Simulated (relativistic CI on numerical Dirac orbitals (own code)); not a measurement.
# Co5+ in a cubic cluster: 1s photoemission with charge transfer

Computed with a charge-transfer multiplet model of a cubic metal-ligand cluster with up to 2 ligand holes, Slater and spin-orbit integrals from Dirac-Coulomb-Breit ions, Slater integrals scaled by 0.8. The ground state mixes d4 with configurations of k ligand holes L, whose averages lie at kΔ + k(k − 1)U_dd/2; a core hole lowers each added d electron by U_cd. 300 K, Lorentzian 1.1 eV and Gaussian 0.6 eV FWHM.

Atomic integrals in eV (Slater integrals scaled, ζ unscaled), ground: F2dd 11.595, F4dd 7.314, zeta_d 0.089; with the core hole: F2dd 12.822, F4dd 8.112, zeta_d 0.121, G2cd 0.080.

Cluster parameters (eV): Δ = 0.5, U_cd = 9.7, 10Dq = 0.35, 10Dq(ligand) = 0.5, V(eg) = 3.2, V(t2g) = -1.72, final-state hopping factor = 1.

```csv
Case,n_d,d4,d5L,d6L2,S
U_dd = 5.7 eV,4.85,0.28,0.59,0.13,2.00
U_dd = 7.8 eV,4.81,0.30,0.60,0.11,2.00
U_dd = 9.9 eV,4.77,0.32,0.60,0.09,2.00
```

Weights, n_d and S are thermal averages at 300 K. Binding energies count from the first peak over 30 % of the highest in each spectrum, which can be another peak from case to case. The parameters are a model scan and need not match a compound or its usual spin state. Peaks in eV (height, largest 100):
- U_dd = 5.7 eV: 0.0 (100), 11.8 (14), 15.4 (6)
- U_dd = 7.8 eV: 0.0 (100), 12.1 (12), 15.4 (5)
- U_dd = 9.9 eV: 0.0 (100), 12.8 (11)

Curve for U_dd = 7.8 eV (points under 2 left out, the grid thinned):

```
E (eV)  Intensity
  -4.0        2.3
  -3.6        2.8
  -3.2        3.5
  -2.8        4.6
  -2.5        5.8
  -2.1        8.2
  -1.7       12.3
  -1.3       20.5
  -0.9       38.0
  -0.5       71.3
  -0.2       95.9
   0.2       90.8
   0.6       54.5
   1.0       28.5
   1.4       16.1
   1.8       10.2
   2.1        7.7
   2.5        5.5
   2.9        4.2
   3.3        3.3
   3.7        2.8
   4.1        2.4
   4.4        2.3
   4.8        2.4
   5.2        2.4
   5.6        2.2
  10.6        2.2
  11.0        3.5
  11.4        6.2
  11.7        9.4
  12.1       12.2
  12.5        9.8
  12.9        6.2
  13.3        4.4
  13.7        3.6
  14.0        3.3
  14.4        3.4
  14.8        4.3
  15.2        5.2
  15.6        5.1
  16.0        4.5
  16.3        4.1
  16.7        3.6
  17.1        2.8
  17.5        2.0
```

For the case U_dd = 7.8 eV, Δ = 0.5 eV is smaller than U_dd = 7.8 eV, the charge-transfer side of the Zaanen-Sawatzky-Allen scheme. With the core hole the average of the configuration with one ligand hole lies at Δ − U_cd = -9.2 eV before mixing: it lies below the unscreened one, so the lowest final states are mostly screened and the unscreened weight appears at higher binding energy as a satellite.

With at most 2 ligand holes the space is cut while the next configuration still counts, so covalency is underestimated, and a final configuration with one more ligand hole, which can lie low, is missing from the spectra.
